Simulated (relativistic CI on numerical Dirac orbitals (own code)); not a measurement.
Electric-dipole transitions in Yb XXIX

Computed by Dirac-Coulomb-Breit CI, KLI orbitals optimised for each configuration, model QED, unscaled Slater integrals (own radial code, finite nucleus).

CI space (outside the closed core [Ar] 3d10): 4s2 4p6 4d6, 4s2 4p5 4d7, 4s2 4p6 4d5 4f, 4s2 4p4 4d8, 4s 4p6 4d7, 4p6 4d8, 4s 4p6 4d6 4f, 4s2 4p6 4d5 5s, 4s 4p5 4d8, 4s2 4p6 4d5 5d, 4s2 4p6 4d4 5s2, 4s2 4p4 4d7 5s, 4s2 4p6 4d5 6s, 4s 4p6 4d6 5s, 4p6 4d7 5s, 4s 4p6 4d5 5s2. Levels of other configurations are missing.

```tsv
λ vac (nm)	Lower	Upper	A (s⁻¹)	E lower (cm⁻¹)	E upper (cm⁻¹)
6.7448	4s2 4p6 4d6 5D_4 [1]	4s2 4p6 4d5 4f 5F°_5 [103]	8.69e+09	0	1482633
6.7589	4s2 4p6 4d6 5D_3 [4]	4s2 4p6 4d5 4f 3F°_4 [169]	1.29e+10	78471	1558000
6.8216	4s2 4p6 4d6 5D_4 [6]	4s2 4p6 4d5 4f 3F°_4 [169]	1.43e+10	92061	1558000
6.8778	4s2 4p6 4d6 5D_4 [6]	4s2 4p6 4d5 4f 3F°_4 [159]	1.24e+10	92061	1546012
6.8844	4s2 4p6 4d6 5D_4 [6]	4s2 4p6 4d5 4f 5D°_3 [157]	2.10e+10	92061	1544625
6.8960	4s2 4p6 4d6 3H_6 [8]	4s2 4p6 4d5 4f 3I°_7 [181]	1.04e+10	119427	1569533
6.9965	4s2 4p6 4d6 3G_5 [7]	4s2 4p6 4d5 4f 3F°_4 [159]	1.40e+10	116719	1546012
7.0094	4s2 4p6 4d6 3H_6 [8]	4s2 4p6 4d5 4f 5H°_7 [160]	9.06e+09	119427	1546075
7.0208	4s2 4p6 4d6 3H_6 [8]	4s2 4p6 4d5 4f 5G°_5 [156]	1.99e+10	119427	1543767
7.0384	4s2 4p6 4d6 3H_6 [8]	4s2 4p6 4d5 4f 5H°_6 [151]	1.62e+10	119427	1540198
7.0800	4s2 4p6 4d6 5D_4 [1]	4s2 4p6 4d5 4f 7F°_4 [71]	7.97e+09	0	1412429
7.1995	4s2 4p6 4d6 5D_4 [1]	4s2 4p6 4d5 4f 7F°_5 [62]	6.25e+09	0	1388991
7.2174	4s2 4p6 4d6 5D_4 [1]	4s2 4p6 4d5 4f 7F°_4 [60]	1.19e+10	0	1385541
7.2469	4s2 4p6 4d6 3G_5 [7]	4s2 4p6 4d5 4f 5H°_4 [114]	2.35e+10	116719	1496625
7.3645	4s2 4p6 4d6 5D_4 [6]	4s2 4p6 4d5 4f 3G°_3 [84]	1.79e+10	92061	1449927
7.5439	4s2 4p6 4d6 5D_4 [6]	4s2 4p5 4d7 3F°_3 [74]	3.01e+10	92061	1417627
7.5516	4s2 4p6 4d6 3G_5 [7]	4s2 4p5 4d7 3F°_4 [81]	7.68e+10	116719	1440937
7.5883	4s2 4p6 4d6 3P_2 [2]	4s2 4p5 4d7 3D°_3 [46]	1.51e+10	18774	1336600
7.6076	4s2 4p6 4d6 1I_6 [22]	4s2 4p6 4d5 4f 1H°_5 [158]	4.15e+10	230697	1545169
7.6111	4s2 4p6 4d6 3F_4 [18]	4s2 4p6 4d5 4f 3D°_3 [127]	3.58e+10	202373	1516244
7.6125	4s2 4p6 4d6 3H_6 [8]	4s2 4p5 4d7 3G°_5 [78]	7.86e+10	119427	1433056
7.6219	4s2 4p6 4d6 5D_4 [1]	4s2 4p5 4d7 5P°_3 [43]	7.72e+10	0	1312012
7.6419	4s2 4p6 4d6 3G_4 [14]	4s2 4p5 4d7 1G°_4 [99]	1.99e+10	168974	1477546
7.6630	4s2 4p6 4d6 5D_4 [1]	4s2 4p5 4d7 3F°_4 [41]	2.00e+10	0	1304976
7.6656	4s2 4p6 4d6 5D_4 [6]	4s2 4p5 4d7 3F°_3 [63]	1.46e+10	92061	1396584
7.6737	4s2 4p6 4d6 3F_3 [10]	4s2 4p5 4d7 3D°_3 [79]	3.30e+10	133430	1436578
7.6981	4s2 4p6 4d6 3P_2 [2]	4s2 4p5 4d7 3P°_1 [44]	5.26e+10	18774	1317798
7.7398	4s2 4p6 4d6 5D_3 [4]	4s2 4p5 4d7 5P°_2 [56]	3.94e+10	78471	1370493
7.7408	4s2 4p6 4d6 3H_6 [8]	4s2 4p6 4d5 4f 7F°_6 [70]	1.00e+10	119427	1411288
7.7444	4s2 4p6 4d6 3G_4 [14]	4s2 4p5 4d7 3F°_3 [88]	2.10e+10	168974	1460231
7.7448	4s2 4p6 4d6 3H_5 [20]	4s2 4p5 4d7 3G°_5 [120]	1.73e+10	215857	1507043
7.7800	4s2 4p6 4d6 3H_6 [8]	4s2 4p5 4d7 3H°_6 [69]	3.65e+10	119427	1404782
7.7821	4s2 4p6 4d6 5D_3 [4]	4s2 4p5 4d7 5P°_3 [52]	2.93e+10	78471	1363473
7.7923	4s2 4p6 4d6 5D_4 [1]	4s2 4p5 4d7 3F°_4 [40]	3.28e+10	0	1283325
7.8046	4s2 4p6 4d6 1I_6 [22]	4s2 4p5 4d7 3I°_6 [124]	2.18e+10	230697	1511993
7.8369	4s2 4p6 4d6 3F_3 [15]	4s2 4p5 4d7 3F°_2 [86]	3.27e+10	180183	1456191
7.8591	4s2 4p6 4d6 5D_4 [6]	4s2 4p5 4d7 5D°_4 [53]	2.68e+10	92061	1364472
7.8990	4s2 4p6 4d6 3F_3 [10]	4s2 4p5 4d7 3F°_2 [65]	2.70e+10	133430	1399411
7.9147	4s2 4p6 4d6 3G_5 [7]	4s2 4p5 4d7 3H°_5 [58]	3.30e+10	116719	1380193
7.9244	4s2 4p6 4d6 3P_2 [2]	4s2 4p5 4d7 3P°_2 [39]	3.80e+10	18774	1280701
7.9589	4s2 4p6 4d6 5D_1 [5]	4s2 4p5 4d7 3D°_2 [47]	1.68e+10	90001	1346454
7.9795	4s2 4p6 4d6 3F_4 [18]	4s2 4p5 4d7 3F°_4 [85]	2.00e+10	202373	1455588
8.0063	4s2 4p6 4d6 5D_4 [1]	4s2 4p5 4d7 5F°_5 [36]	1.64e+10	0	1249015
8.1201	4s2 4p6 4d6 3P_2 [2]	4s2 4p5 4d7 3D°_3 [37]	8.77e+09	18774	1250284
8.1386	4s2 4p6 4d6 3F_2 [9]	4s2 4p5 4d7 1F°_3 [50]	1.41e+10	128968	1357681
```

Terms are leading LS components. Brackets give the number of a level in order of energy, since labels repeat. The list gives strong lines, with weight on those to low levels, without lines whose two gauges differ by over a factor of 2.5, among the lowest 200 of 2774 levels, so that lines to higher ones, which can be the strongest, are missing. Levels whose partners in the same complex of configurations lie outside the list can be far off, and so can their lines. Rates are taken at the computed energies, electric ones in the length gauge.

At this charge energies of transitions that change n are usually good to better than 1 %, and those within a shell (Δn = 0) to a few per cent. Terms inside the open d or f shell come out 10 to 20 % too wide with unscaled integrals.

LS names give the leading component of a level, which can be under half, so a name can repeat, a term be missing and a line seem to break the LS rules.
